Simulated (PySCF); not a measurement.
PySCF input for H4P2, SMILES PP, TPSSh-D3(BJ)/def2-TZVP. 

```python
import numpy as np
from pyscf import gto, scf, dft
from pyscf.geomopt import geometric_solver

mol = gto.M(
    atom='''
    P    -1.06869993    0.13023205   -0.00000000
    P     1.06869993   -0.13023205    0.00000000
    H    -1.27844870   -0.81649141    1.00327968
    H    -1.27844869   -0.81649142   -1.00327968
    H     1.27844869    0.81649142    1.00327968
    H     1.27844870    0.81649141   -1.00327968
    ''',
    basis='def2-TZVP',
    charge=0,
    spin=0,
    max_memory=1600,
    verbose=3,
)
mf = dft.RKS(mol, xc='tpssh').density_fit(auxbasis='def2-universal-jkfit')
mf.disp = 'd3bj'
mf.grids.level = 4
mf.conv_tol = 1e-9
mf.max_cycle = 100
mf.kernel()
grad = mf.nuc_grad_method()
grad.grid_response = mol.nao <= 150
conv, mol_eq = geometric_solver.kernel(grad, convergence_set='GAU_TIGHT', maxsteps=100)
print(mol_eq.tostring(format='xyz'))
mf.reset(mol_eq)
mf.kernel()
```

Output:

```
converged SCF energy = -685.164227728028
[banner and settings of the optimiser left out]
Geometry optimization cycle 1
Cartesian coordinates (Angstrom)
 Atom        New coordinates             dX        dY        dZ
   P  -1.068700   0.130232   0.000000    0.000000  0.000000  0.000000
   P   1.068700  -0.130232   0.000000    0.000000  0.000000  0.000000
   H  -1.278449  -0.816491   1.003280    0.000000  0.000000  0.000000
   H  -1.278449  -0.816491  -1.003280    0.000000  0.000000  0.000000
   H   1.278449   0.816491   1.003280    0.000000  0.000000  0.000000
   H   1.278449   0.816491  -1.003280    0.000000 -0.000000  0.000000

WARN: Mole.unit (angstrom) is changed to Bohr

converged SCF energy = -685.164227728032
--------------- DFRKS_Scanner gradients ---------------
         x                y                z
0 P     0.0189912711    -0.0143141917     0.0000000024
1 P    -0.0189912711     0.0143141917    -0.0000000024
2 H     0.0021713927     0.0064035486    -0.0078122695
3 H     0.0021713930     0.0064035470     0.0078122678
4 H    -0.0021713930    -0.0064035470    -0.0078122678
5 H    -0.0021713927    -0.0064035486     0.0078122695
----------------------------------------------
cycle 1: E = -685.164227728  dE = -685.164  norm(grad) = 0.0394732
Step    0 : Gradient = 1.611e-02/2.378e-02 (rms/max) Energy = -685.1642277280
Hessian Eigenvalues: 2.30000e-02 5.00000e-02 5.00000e-02 ... 2.24496e-01 2.24496e-01 2.24496e-01

Geometry optimization cycle 2
Cartesian coordinates (Angstrom)
 Atom        New coordinates             dX        dY        dZ
   P  -1.098475   0.121247  -0.000000   -0.029775 -0.008985 -0.000000
   P   1.098475  -0.121247   0.000000    0.029775  0.008985  0.000000
   H  -1.317170  -0.836007   1.025159   -0.038721 -0.019515  0.021880
   H  -1.317170  -0.836007  -1.025159   -0.038721 -0.019515 -0.021880
   H   1.317170   0.836007   1.025159    0.038721  0.019515  0.021880
   H   1.317170   0.836007  -1.025159    0.038721  0.019515 -0.021880
converged SCF energy = -685.166668984984
--------------- DFRKS_Scanner gradients ---------------
         x                y                z
0 P     0.0076983946    -0.0023630326    -0.0000000002
1 P    -0.0076983946     0.0023630326     0.0000000002
2 H    -0.0009481391     0.0000288528     0.0002273293
3 H    -0.0009481394     0.0000288528    -0.0002273293
4 H     0.0009481394    -0.0000288528     0.0002273293
5 H     0.0009481391    -0.0000288528    -0.0002273293
----------------------------------------------
cycle 2: E = -685.166668985  dE = -0.00244126  norm(grad) = 0.0115544
Step    1 : Displace = 4.353e-02/4.857e-02 (rms/max) Trust = 1.000e-01 (=) Grad = 4.717e-03/8.053e-03 (rms/max) E (change) = -685.1666689850 (-2.441e-03) Quality = 1.078
Hessian Eigenvalues: 2.30000e-02 5.00000e-02 5.00000e-02 ... 2.24496e-01 2.24496e-01 2.52842e-01

Geometry optimization cycle 3
Cartesian coordinates (Angstrom)
 Atom        New coordinates             dX        dY        dZ
   P  -1.108099   0.128554  -0.000000   -0.009624  0.007307  0.000000
   P   1.108099  -0.128554   0.000000    0.009624 -0.007307 -0.000000
   H  -1.309391  -0.833586   1.025648    0.007778  0.002421  0.000488
   H  -1.309391  -0.833586  -1.025648    0.007778  0.002421 -0.000488
   H   1.309391   0.833586   1.025648   -0.007778 -0.002421  0.000488
   H   1.309391   0.833586  -1.025648   -0.007778 -0.002421 -0.000488
converged SCF energy = -685.16689693668
--------------- DFRKS_Scanner gradients ---------------
         x                y                z
0 P     0.0018862865     0.0005021196    -0.0000000000
1 P    -0.0018862865    -0.0005021196     0.0000000000
2 H    -0.0000119735    -0.0003130102     0.0005436289
3 H    -0.0000119734    -0.0003130101    -0.0005436287
4 H     0.0000119734     0.0003130101     0.0005436287
5 H     0.0000119735     0.0003130102    -0.0005436289
----------------------------------------------
cycle 3: E = -685.166896937  dE = -0.000227952  norm(grad) = 0.00303233
Step    2 : Displace = 9.647e-03/1.206e-02 (rms/max) Trust = 1.414e-01 (+) Grad = 1.238e-03/1.952e-03 (rms/max) E (change) = -685.1668969367 (-2.280e-04) Quality = 1.142
Hessian Eigenvalues: 2.30000e-02 5.00000e-02 5.00000e-02 ... 2.24496e-01 2.24496e-01 2.44812e-01

Geometry optimization cycle 4
Cartesian coordinates (Angstrom)
 Atom        New coordinates             dX        dY        dZ
   P  -1.112073   0.127957  -0.000000   -0.003974 -0.000597 -0.000000
   P   1.112073  -0.127957   0.000000    0.003974  0.000597  0.000000
   H  -1.312110  -0.834851   1.023437   -0.002719 -0.001265 -0.002210
   H  -1.312110  -0.834851  -1.023437   -0.002719 -0.001265  0.002210
   H   1.312110   0.834851   1.023437    0.002719  0.001265 -0.002210
   H   1.312110   0.834851  -1.023437    0.002719  0.001265  0.002210
converged SCF energy = -685.166915431418
--------------- DFRKS_Scanner gradients ---------------
         x                y                z
0 P     0.0001292933     0.0001031990    -0.0000000001
1 P    -0.0001292933    -0.0001031990     0.0000000001
2 H    -0.0000204766    -0.0000635839     0.0000394723
3 H    -0.0000204767    -0.0000635839    -0.0000394723
4 H     0.0000204767     0.0000635839     0.0000394723
5 H     0.0000204766     0.0000635839    -0.0000394723
----------------------------------------------
cycle 4: E = -685.166915431  dE = -1.84947e-05  norm(grad) = 0.00028074
Step    3 : Displace = 3.826e-03/4.021e-03 (rms/max) Trust = 2.000e-01 (+) Grad = 1.146e-04/1.654e-04 (rms/max) E (change) = -685.1669154314 (-1.849e-05) Quality = 1.048
Hessian Eigenvalues: 2.30000e-02 4.99998e-02 5.00000e-02 ... 2.24496e-01 2.24496e-01 2.39355e-01

Geometry optimization cycle 5
Cartesian coordinates (Angstrom)
 Atom        New coordinates             dX        dY        dZ
   P  -1.112300   0.127885  -0.000000   -0.000227 -0.000072  0.000000
   P   1.112300  -0.127885   0.000000    0.000227  0.000072 -0.000000
   H  -1.312013  -0.834719   1.023450    0.000097  0.000131  0.000013
   H  -1.312013  -0.834719  -1.023450    0.000097  0.000131 -0.000013
   H   1.312013   0.834719   1.023450   -0.000097 -0.000131  0.000013
   H   1.312013   0.834719  -1.023450   -0.000097 -0.000131 -0.000013
converged SCF energy = -685.166915546084
--------------- DFRKS_Scanner gradients ---------------
         x                y                z
0 P     0.0000035161     0.0000161834     0.0000000000
1 P    -0.0000035161    -0.0000161834    -0.0000000000
2 H    -0.0000009969    -0.0000081903     0.0000018129
3 H    -0.0000009969    -0.0000081902    -0.0000018129
4 H     0.0000009969     0.0000081902     0.0000018129
5 H     0.0000009969     0.0000081903    -0.0000018129
----------------------------------------------
cycle 5: E = -685.166915546  dE = -1.14665e-07  norm(grad) = 2.88786e-05
Step    4 : Displace = 1.910e-04/2.437e-04 (rms/max) Trust = 2.828e-01 (+) Grad = 1.179e-05/1.656e-05 (rms/max) E (change) = -685.1669155461 (-1.147e-07) Quality = 1.076
Hessian Eigenvalues: 2.30000e-02 4.99582e-02 5.00000e-02 ... 2.24496e-01 2.24496e-01 2.31820e-01

Geometry optimization cycle 6
Cartesian coordinates (Angstrom)
 Atom        New coordinates             dX        dY        dZ
   P  -1.112305   0.127871  -0.000000   -0.000005 -0.000014 -0.000000
   P   1.112305  -0.127871   0.000000    0.000005  0.000014  0.000000
   H  -1.312010  -0.834683   1.023473    0.000003  0.000036  0.000023
   H  -1.312010  -0.834683  -1.023473    0.000003  0.000036 -0.000023
   H   1.312010   0.834683   1.023473   -0.000003 -0.000036  0.000023
   H   1.312010   0.834683  -1.023473   -0.000003 -0.000036 -0.000023
converged SCF energy = -685.166915547622
--------------- DFRKS_Scanner gradients ---------------
         x                y                z
0 P    -0.0000006585     0.0000012480    -0.0000000000
1 P     0.0000006585    -0.0000012480     0.0000000000
2 H     0.0000002554    -0.0000008771    -0.0000000492
3 H     0.0000002554    -0.0000008771     0.0000000492
4 H    -0.0000002554     0.0000008771    -0.0000000492
5 H    -0.0000002554     0.0000008771     0.0000000492
----------------------------------------------
cycle 6: E = -685.166915548  dE = -1.53852e-09  norm(grad) = 2.70732e-06
Step    5 : Displace = 3.161e-05/3.331e-05 (rms/max) Trust = 3.000e-01 (+) Grad = 1.105e-06/1.411e-06 (rms/max) E (change) = -685.1669155476 (-1.539e-09) Quality = 1.074
Hessian Eigenvalues: 2.30000e-02 4.99582e-02 5.00000e-02 ... 2.24496e-01 2.24496e-01 2.31820e-01
Converged! =D

6
XYZ from PySCF
P          -1.11230505        0.12787111       -0.00000000
P           1.11230505       -0.12787111        0.00000000
H          -1.31200973       -0.83468298        1.02347273
H          -1.31200972       -0.83468299       -1.02347273
H           1.31200972        0.83468299        1.02347273
H           1.31200973        0.83468298       -1.02347273
converged SCF energy = -685.166915547631
```

Self-consistency was reached.
